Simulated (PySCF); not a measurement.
# Induced dipoles and field energies

Compound: C5H7N3.
Geometry (GFN2-xTB, Å), atoms numbered from 1 in this order:
```
atom  x, y, z in Å
C1    -2.3191    0.4668    0.4049
C2    -0.9964   -0.1476    0.1017
C3    -0.8457   -1.5159   -0.1819
N4     0.3371   -2.0266   -0.4452
N5     1.3883   -1.2539   -0.4381
C6     1.2453    0.0323   -0.1666
C7     2.4658    0.8847   -0.1651
N8     0.0759    0.6229    0.1038
H9    -3.0387    0.2118   -0.3710
H10   -2.2177    1.5459    0.4753
H11   -2.6940    0.0790    1.3514
H12   -1.6808   -2.2005   -0.1987
H13    3.3421    0.2710   -0.3481
H14    2.5551    1.3916    0.7933
H15    2.3785    1.6465   -0.9375
```

Level: wB97X-D/def2-SVPD (PySCF); nuclei fixed, core orbitals frozen in the response. Permanent dipole (-2.470, 1.796, 0.713) D (1 au = 2.5417 D). Static polarisability (au):

```
x   98.92  4.29 -5.78
y    4.29 80.09  4.92
z   -5.78  4.92 53.61
```

Only the terms in μ and α are kept: μ(F) = μ + αF and ΔE = −μ·F − ½ F·αF.

(1) Apply 0.003 au along ±x, ±y and ±z in turn. Tabulate induced and total dipoles and both energy terms.

(2) For the field (-0.0021, 0.0015, 0.0009) au, what is the induced dipole, and what angle does it make with the field?

(3) At what field along the permanent dipole would the induced dipole along it equal the permanent one, in this linear picture?

(4) What field makes μF equal to kT at 400 K?

(5) A unit point charge sits 8 Å away. Estimate the induction energy −αe²/2R⁴ with the mean polarisability, treating the molecule as a point.

Answers

(1) 
```tsv
field along	induced x (D)	induced y (D)	induced z (D)	total size (D)	−μ·F (kJ/mol)	−½F·αF (kJ/mol)
+x	0.754	0.033	-0.044	2.595	+7.654	-1.169
−x	-0.754	-0.033	0.044	3.752	-7.654	-1.169
+y	0.033	0.611	0.038	3.507	-5.566	-0.946
−y	-0.033	-0.611	-0.038	2.850	+5.566	-0.946
+z	-0.044	0.038	0.409	3.308	-2.209	-0.633
−z	0.044	-0.038	-0.409	3.012	+2.209	-0.633
```

(2) αF = (-0.525, 0.294, 0.172) D, at 6.8° to the field. The polarisability along this direction, F·αF/F², is 89.42 au, against a mean of 77.54 au.

(3) The polarisability along the dipole is 89.88 au, so F = 1.2338 au / 89.88 au = 0.0137 au = 0.71 V/Å; higher-order terms are ignored.

(4) kT = 1.2667 × 10⁻³ Eh, so F = 0.00103 au = 5.28 MV/cm.

(5) R = 15.12 bohr, so the energy is −77.5/(2 × 15.12⁴) Eh = -1.95 kJ/mol. The charge–dipole term at its most favourable orientation, −μe/R², is -14.2 kJ/mol.

Isolated species at its GFN2-xTB geometry, gas phase.

The pairwise dispersion term of wB97X-D wasn't added to the energies; at a given geometry it leaves orbitals and properties as they are.
